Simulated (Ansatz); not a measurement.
C₂H₆O₂Si, SMILES `C1OC[SiH2]O1`. The species carries charge 0 and has multiplicity 1.

```xyz
11

C    -0.0866    1.4250    0.0147
O    -0.4443    0.6467   -1.0926
C     0.1155   -0.6614   -0.9666
Si   -0.0806   -0.9385    0.8972
O    -0.2367    0.6852    1.2046
H    -0.7563    2.2864    0.0334
H     0.9606    1.7568   -0.0688
H     1.1668   -0.6712   -1.2875
H    -0.4498   -1.3266   -1.6186
H    -1.2963   -1.6807    1.3125
H     1.1076   -1.5218    1.5718
```

(1) What are the harmonic wavenumbers in cm⁻¹ at PBE0-D4/def2-TZVP (Ansatz, finite differences of forces, unscaled)? (Best estimate.)

(2) Is this a minimum?

(3) Give the ideal-gas thermochemistry at 298.15 K and 1 bar (rigid rotor, harmonic oscillator; point group C1, symmetry number 1).

(4) And at 400, 500, 600, 800 and 1000 K?

(5) Rotational constants (cm⁻¹)?

## Answers

(1) Ansatz gave: 128, 255, 430, 533, 649, 675, 707, 799, 829, 868, 955, 987, 1057, 1120, 1180, 1220, 1266, 1282, 1419, 1464, 1531, 2228, 2238, 2978, 3010, 3115, 3138.

(2) Yes, all 27 modes are real.

(3) Zero-point energy 215.7 kJ/mol; H(298) − E = 232.0 kJ/mol; entropy 306.5 J/(mol·K), of which translation 165.0, rotation 107.2, vibration 34.3; G(298) − E = 140.6 kJ/mol.

(4) 
```json
{"T (K)": "400", "H − E (kJ/mol)": "242.3", "S (J/mol/K)": "336.1", "G − E (kJ/mol)": "107.9"}
{"T (K)": "500", "H − E (kJ/mol)": "254.8", "S (J/mol/K)": "363.9", "G − E (kJ/mol)": "72.8"}
{"T (K)": "600", "H − E (kJ/mol)": "269.3", "S (J/mol/K)": "390.2", "G − E (kJ/mol)": "35.1"}
{"T (K)": "800", "H − E (kJ/mol)": "302.7", "S (J/mol/K)": "438.1", "G − E (kJ/mol)": "-47.8"}
{"T (K)": "1000", "H − E (kJ/mol)": "340.4", "S (J/mol/K)": "480.2", "G − E (kJ/mol)": "-139.7"}
```

(5) 0.2228, 0.1564, 0.101.
